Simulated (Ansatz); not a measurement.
Ansatz results at the PBE0-D4/def2-TZVP geometry: size of the dipole moment (PBE/def2-TZVPP) 7.97 D; HOMO–LUMO gap (PBE/def2-TZVPP) 2.90 eV; LUMO energy (PBE0/def2-TZVPP) -0.18 eV.

Each molecule was computed in one conformer, which needn't be the lowest.

Which molecule gave them?
A. `[OH][Cu-][OH2+]`
B. `Cn1ccn(C)[c+]1[Cu-][OH]`
C. `Cn1ccn(C)[c+]1[Cu-][NH2]`
D. `CC#[N+][Cu-][CH3]`

B. The others give `CC#[N+][Cu-][CH3]`: 7.89, 3.05, -0.49; `[OH][Cu-][OH2+]`: 6.62, 2.46, -1.03; `Cn1ccn(C)[c+]1[Cu-][NH2]`: 7.15, 2.35, -0.11.
